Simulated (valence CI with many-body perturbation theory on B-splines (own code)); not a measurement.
# Level structure of Nd LIV

Level of theory: valence CI with perturbative core correlation (CI+MBPT): five valence electrons over a frozen Dirac-Fock core [He], a basis of 11 s, 11 p, 10 d, 8 f, 5 g, 2 h functions for each j, with the one-electron correlation potential Σ1 (screened to all orders), the two-electron term Σ2, the three-electron term Σ3, Breit, model QED; selected single and double excitations, second order for the rest, scaled by the run's own slope (own B-spline code, finite nucleus).

No measured spectrum was set against this ion. As an estimate, large intervals hold to a few tenths of a per cent, small ones and those within an open d or f shell to about a per cent. Among the levels kept, up to 7300 cm⁻¹ of a level comes from second order outside the variational space, and about a tenth of that is noise between levels of different J, which matters for small intervals.

Levels 1 to 45 of 197, with energies above the lowest level, (2s^2 2p1/2^2 2p3/2) J=3/2. "Leading %" is the weight of the configuration and term that name the level; weights of strongly mixed levels are sums over their largest components and can fall short, so below about 35 % the name and the second component can differ from the true leading terms, or belong to a minority configuration. In the jj column 3d3/2^4 stands for four electrons in 3d with j = 3/2. Lifetimes count E1, E2, E3, M1 and M2 decay at the calculated energies, and are blank where another channel may lead or the interval is too uncertain; long ones can be off by a factor of two.

| No. | Configuration | Term | J | E (× 10³ cm⁻¹) | Leading % | Leading jj | g | Lifetime |
| --- | --- | --- | --- | --- | --- | --- | --- | --- |
| 1 | 2s2 2p3 | 2P° | 3/2 | 0.00 | 47 | 2s^2 2p1/2^2 2p3/2 (100 %) | 1.341 |  |
| 2 | 2s2 2p3 | 4S° | 3/2 | 4233.2 | 55 | 2s^2 2p1/2 2p3/2^2 (100 %) | 1.441 | 703 ps |
| 3 | 2s2 2p3 | 2D° | 5/2 | 4406.2 | 100 | 2s^2 2p1/2 2p3/2^2 (100 %) | 1.176 | 4.11 ns |
| 4 | 2s2 2p3 | 2P° | 1/2 | 4705.1 | 100 | 2s^2 2p1/2 2p3/2^2 (100 %) | 0.634 | 1.15 ns |
| 5 | 2s 2p4 | 4P | 5/2 | 6272.8 | 73 | 2s 2p1/2^2 2p3/2^2 (100 %) | 1.468 | 2.16 ps |
| 6 | 2s 2p4 | 2S | 1/2 | 6914.1 | 62 | 2s 2p1/2^2 2p3/2^2 (99 %) | 2.055 | 550 fs |
| 7 | 2s 2p4 | 2P | 3/2 | 6926.2 | 48 | 2s 2p1/2^2 2p3/2^2 (99 %) | 1.188 | 312 fs |
| 8 | 2s2 2p3 | 2P° | 3/2 | 8949.2 | 52 | 2s^2 2p3/2^3 (99 %) | 1.287 | 228 ps |
| 9 | 2s 2p4 | 4P | 3/2 | 10682 | 82 | 2s 2p1/2 2p3/2^3 (99 %) | 1.574 | 645 fs |
| 10 | 2s 2p4 | 2D | 5/2 | 10970 | 73 | 2s 2p1/2 2p3/2^3 (100 %) | 1.284 | 639 fs |
| 11 | 2s 2p4 | 2P | 1/2 | 11329 | 62 | 2s 2p1/2 2p3/2^3 (98 %) | 1.389 | 246 fs |
| 12 | 2s 2p4 | 2D | 3/2 | 11413 | 52 | 2s 2p1/2 2p3/2^3 (100 %) | 1.037 | 246 fs |
| 13 | 2p5 | 2P° | 3/2 | 13666 | 99 | 2p1/2^2 2p3/2^3 (99 %) | 1.311 | 215 fs |
| 14 | 2s 2p4 | 2S | 1/2 | 15699 | 36 | 2s 2p3/2^4 (99 %) | 1.817 | 286 fs |
| 15 | 2p5 | 2P° | 1/2 | 18089 | 100 | 2p1/2 2p3/2^4 (100 %) | 0.635 | 159 fs |
| 16 | 2s2 2p2 3s | 4P | 1/2 | 46102 | 47 | 2s^2 2p1/2^2 3s (100 %) | 2.007 | 12.6 fs |
| 17 | 2s2 2p2 3p | 2P° | 1/2 | 46719 | 45 | 2s^2 2p1/2^2 3p1/2 (100 %) | 0.653 | 1.13 ps |
| 18 | 2s2 2p2 3p | 2P° | 3/2 | 48082 | 33 | 2s^2 2p1/2^2 3p3/2 (99 %) | 1.328 | 1.18 ps |
| 19 | 2s2 2p2 3d | 2D | 3/2 | 48661 | 41 | 2s^2 2p1/2^2 3d3/2 (100 %) | 0.785 | 9.31 fs |
| 20 | 2s2 2p2 3d | 2D | 5/2 | 49086 | 34 | 2s^2 2p1/2^2 3d5/2 (99 %) | 1.194 | 1.74 fs |
| 21 | 2s2 2p2 3s | 4P | 3/2 | 50404 | 88 | 2s^2 2p1/2 2p3/2 3s (100 %) | 1.664 | 18.0 fs |
| 22 | 2s2 2p2 3s | 2P | 1/2 | 50469 | 67 | 2s^2 2p1/2 2p3/2 3s (100 %) | 1.299 | 8.50 fs |
| 23 | 2s2 2p2 3s | 2D | 5/2 | 50550 | 63 | 2s^2 2p1/2 2p3/2 3s (99 %) | 1.324 | 17.3 fs |
| 24 | 2s2 2p2 3s | 2D | 3/2 | 50591 | 63 | 2s^2 2p1/2 2p3/2 3s (100 %) | 0.972 | 9.03 fs |
| 25 | 2s2 2p2 3p | 4P° | 1/2 | 51016 | 47 | 2s^2 2p1/2 2p3/2 3p1/2 (100 %) | 1.727 | 1.60 ps |
| 26 | 2s2 2p2 3p | 4D° | 3/2 | 51063 | 56 | 2s^2 2p1/2 2p3/2 3p1/2 (100 %) | 1.138 | 1.55 ps |
| 27 | 2s2 2p2 3p | 2F° | 5/2 | 51166 | 48 | 2s^2 2p1/2 2p3/2 3p1/2 (99 %) | 1.064 | 1.15 ps |
| 28 | 2s2 2p2 3p | 2P° | 3/2 | 51400 | 42 | 2s^2 2p1/2 2p3/2 3p1/2 (99 %) | 1.326 | 483 fs |
| 29 | 2s 2p3 3s | 4P° | 5/2 | 52111 | 35 | 2s 2p1/2^2 2p3/2 3s (74 %) | 1.571 | 33.7 fs |
| 30 | 2s 2p3 3s | 2P° | 3/2 | 52311 | 25 | 2s 2p1/2^2 2p3/2 3s (80 %) | 1.447 | 12.2 fs |
| 31 | 2s2 2p2 3p | 2P° | 1/2 | 52333 | 34 | 2s^2 2p1/2 2p3/2 3p3/2 (96 %) | 1.587 | 289 fs |
| 32 | 2s2 2p2 3p | 4D° | 5/2 | 52380 | 44 | 2s^2 2p1/2 2p3/2 3p3/2 (77 %) | 1.455 | 95.9 fs |
| 33 | 2s2 2p2 3p | 2D° | 3/2 | 52394 | 52 | 2s^2 2p1/2 2p3/2 3p3/2 (99 %) | 1.164 | 672 fs |
| 34 | 2s2 2p2 3p | 2F° | 7/2 | 52451 | 63 | 2s^2 2p1/2 2p3/2 3p3/2 (100 %) | 1.230 | 1.08 ps |
| 35 | 2s2 2p2 3p | 4S° | 3/2 | 52573 | 24 | 2s^2 2p1/2 2p3/2 3p3/2 (73 %) | 1.403 | 51.2 fs |
| 36 | 2s2 2p2 3p | 2D° | 5/2 | 52631 | 62 | 2s^2 2p1/2 2p3/2 3p3/2 (97 %) | 1.198 | 709 fs |
| 37 | 2s2 2p2 3p | 2P° | 1/2 | 52678 | 55 | 2s^2 2p1/2 2p3/2 3p3/2 (64 %) | 0.683 | 24.4 fs |
| 38 | 2s 2p3 3p | 4P | 3/2 | 52841 | 28 | 2s 2p1/2^2 2p3/2 3p1/2 (95 %) | 1.690 | 6.67 fs |
| 39 | 2s 2p3 3p | 2D | 5/2 | 52846 | 23 | 2s 2p1/2^2 2p3/2 3p1/2 (92 %) | 1.356 | 3.00 fs |
| 40 | 2s 2p3 3s | 2P° | 3/2 | 52859 | 31 | 2s 2p1/2^2 2p3/2 3s (90 %) | 1.380 | 23.5 fs |
| 41 | 2s2 2p2 3p | 2P° | 1/2 | 52879 | 22 | 2s 2p1/2^2 2p3/2 3s (60 %) | 0.772 | 17.1 fs |
| 42 | 2s2 2p2 3d | 4F | 3/2 | 52978 | 42 | 2s^2 2p1/2 2p3/2 3d3/2 (96 %) | 0.943 | 5.87 fs |
| 43 | 2s2 2p2 3d | 4F | 5/2 | 52995 | 51 | 2s^2 2p1/2 2p3/2 3d3/2 (97 %) | 0.966 | 22.5 fs |
| 44 | 2s2 2p2 3d | 4D | 1/2 | 53010 | 79 | 2s^2 2p1/2 2p3/2 3d3/2 (100 %) | 0.243 | 9.31 fs |
| 45 | 2s2 2p2 3d | 2G | 7/2 | 53109 | 50 | 2s^2 2p1/2 2p3/2 3d3/2 (96 %) | 1.027 | 399 fs |

The ionisation energy to 2s2 2p2 3P_0 of the next ion comes out as 10556 eV (NIST: 10555 ± 5 eV (theoretical)). All 197 levels together are meant to be complete up to 61549 × 10³ cm⁻¹.
